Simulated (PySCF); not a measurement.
## Computed properties of TlI, SMILES [I][Tl]

TlI, SMILES [I][Tl]. Geometry: B3LYP-D3(BJ)/def2-TZVP. The def2 effective core potentials stand for the cores of I, Tl; spin–orbit coupling is left out. Other conformers were not sampled. All values are computed for the isolated molecule unless a solvent is named; none is compared with measurement here.

**Structure.** The optimised structure has C∞v symmetry. All 1 harmonic modes at B3LYP-D3(BJ)/def2-TZVP (PySCF) are real, so it is a minimum.

**Vibrations.** The strongest infrared lines (harmonic, unscaled, degenerate partners summed) lie at 142 cm⁻¹ (22 km/mol, I 62 %, Tl 38 %). The softest mode is at 142 cm⁻¹ and the zero-point energy is 0.2 kcal/mol.

**Electronic structure.** M06-2X/def2-TZVPD (PySCF) places the frontier levels at -7.78 and -1.35 eV, a gap of 6.43 eV, and gives a dipole moment of 5.30 D and a mean polarisability of 80.4 bohr³. PBE/def2-TZVPD (PySCF) at the same geometry gives -5.87 and -2.61 eV, so its gap is 3.17 eV narrower. An orbital gap is neither the optical nor the fundamental gap.

**Excitations.** TDA-B3LYP/def2-TZVPD (PySCF) has S1 at 3.51 eV (354 nm, f = 0.000, dark); the most intense of the 10 singlets computed lies at 5.90 eV (f = 0.36). Strengths of degenerate partners are summed. T1 (TDA) is at 3.26 eV, 0.25 eV under S1. TDA-PBE/def2-TZVPD (PySCF) puts S1 at 3.26 eV. No vertical singlet excitation falls in the visible range (under 3.1 eV).
